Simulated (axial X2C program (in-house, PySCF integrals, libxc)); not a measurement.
Nuclear properties of HHfH

Computed with an axial X2C code built on PySCF integrals: two-component X2C with atomic mean-field Coulomb and Gaunt terms, Gaussian nuclei, basis H dyall-v3z, Hf dyall-v3z with contracted cores.

H–Hf–H held linear, with bonds 1.934 and 1.934 Å (near the PBE0 minimum at charge 0 of the determinant lowest at the starting distance; the state shown can have its own minimum elsewhere, held linear; other orders of the atoms were not compared).

Input and command:
```json
{"zs": [1, 72, 1], "q": 0, "bas": ["dyall-v3z", "dyall-v3z", "dyall-v3z"], "r0": [1.84, 1.84], "symm": 1, "scan": ["PBE0", "HF", "PBE"], "levels": ["PBE0", "HF", "r2SCAN"], "nst": 2}
```
```bash
python solin.py task.json out
```

Keys: zs atomic numbers; q charge; bas basis sets; r0 starting distance in Å; symm equal bonds; scan levels of the two-bond scan; levels methods; nst determinants followed.

Determinant lowest in the PBE0 search, Ω = 1 (⟨Sz⟩ = -0.98, ⟨Lz⟩ = 1.98 at PBE0), spin on the atoms H -0.01, Hf -0.96, H -0.01:

| level | A∥/gI H (MHz) | qzz H (a.u.) | A∥/gI Hf (MHz) | qzz Hf (a.u.) |
| --- | --- | --- | --- | --- |
| PBE0 | -1.29 | 0.06 | -2800 | -11.16 |
| HF | -0.544 | 0.07 | -2910 | -12.12 |
| r2SCAN | -1.51 | 0.06 | -3140 | -11.06 |

Determinant 0.13 eV from it at PBE0 and this distance, Ω = 0 (closed shell), highest spinor 56% Hf d, 38% Hf s, 6% H s:

| level | qzz H (a.u.) | qzz Hf (a.u.) |
| --- | --- | --- |
| PBE0 | 0.05 | -15.85 |
| HF | 0.06 | -17.42 |
| r2SCAN | 0.05 | -15.78 |

A∥ (defined per Ω) follows by multiplying with gI = μI/(I μN); qzz is the electric field gradient, eQq0 = 234.96 MHz × Q/barn × qzz. The operators were transformed with the bare-nucleus X2C matrices; with these basis sets, hyperfine constants and field gradients can be off by tens of per cent, and where levels differ in sign neither size nor sign is settled.

Q: With gI(177Hf) = 0.2267, Q(177Hf) = 3.365 barn (g factors from the IAEA table of nuclear moments by Stone; Q from Pyykkö, Mol. Phys. 2018), turn the PBE0 values of the first state into constants in MHz.

A: A∥(177Hf) = -2800 × 0.2267 = -635 MHz; eQq0(177Hf) = 234.96 × (3.365) × (-11.16) = -8820 MHz.

The molecule was held linear; bending was not examined, so a bent shape may lie lower.

Each state is one determinant with collinear spin, which with several unpaired electrons need not be a pure state. Unrestricted Hartree–Fock can overshoot spin polarisation at the nuclei. With several open shells hyperfine constants can be off by a factor of several. Open-shell Ω = 0 determinants with evenly filled partner blocks cannot be reached by this program, so the Ω shown need not be the lowest component. States lie within half an eV, so the first need not be the ground state. Where a field gradient or hyperfine factor spreads by more than a factor of two over the levels, a constant derived from it is not to be relied on. PBE0 term energies can be off by some tenths of an eV.
